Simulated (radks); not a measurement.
Task: These are the eigenvalues of the occupied orbitals of an atom or ion with whole-number occupations (hartree). Method: non-relativistic Kohn-Sham, PBE, spin-polarised, spherical densities, point nucleus; computed with a radial shooting solver on a logarithmic mesh with Libxc functionals.

1s: -2689.906
2s: -609.3472
2p: -595.9856

Which element is it, and in what charge state? The configuration may be excited. Open shells, if any, are filled with parallel spins first.

Result: Z = 76, osmium, charge +66: Os66+ in [Ne]. The list shows which subshells hold electrons but not how many an open one holds; the 1s level, -2689.9 hartree, gives Z - s = 73.3 by -(Z - s)^2/2, which with screening narrows Z to a few neighbours, and the depths of the outer levels then fix element, charge and occupations together.
